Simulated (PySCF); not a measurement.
PySCF job for HO4S, SMILES O=S(=O)(O)[O-], charge -1, B3LYP/pcSseg-1. Geometry optimised at B3LYP-D3(BJ)/def2-SVPD. Other conformers were not sampled.

```python
import numpy as np
from pyscf import gto, scf, dft
from pyscf.prop.nmr import rks as nmr

mol = gto.M(
    atom='''
    O     1.43490179   -0.27152463   -0.55283126
    S    -0.15132367    0.02721981    0.02901065
    O     0.06348934    0.00451253    1.50748353
    O    -0.94382764   -1.10194897   -0.51097773
    O    -0.49652320    1.35382346   -0.53410443
    H     1.95685657   -0.31441619    0.25926876
    ''',
    basis='pcSseg-1',
    charge=-1,
    spin=0,
    max_memory=1600,
    verbose=3,
)
mf = dft.RKS(mol, xc='b3lyp')
mf.grids.level = 3
mf.conv_tol = 1e-10
mf.max_cycle = 100
mf.kernel()
n = nmr.NMR(mf)
n.verbose = 2
n.max_cycle_cphf = 60
sigma = n.kernel()
print('atom   isotropic/ppm   span/ppm')
for i, s in enumerate(sigma):
    w = np.linalg.eigvalsh((s + s.T) / 2)
    print(f'{mol.atom_symbol(i):2s}{i + 1:3d} {w.mean():14.3f} {w[2] - w[0]:11.3f}')
```

Log of the run:

```
converged SCF energy = -699.680681097952
atom   isotropic/ppm   span/ppm
O   1         94.295     321.138
S   2        109.943     222.952
O   3         72.287     204.682
O   4         76.503     148.157
O   5         74.690     149.948
H   6         28.248      10.989
```

The calculation finished and met its thresholds.
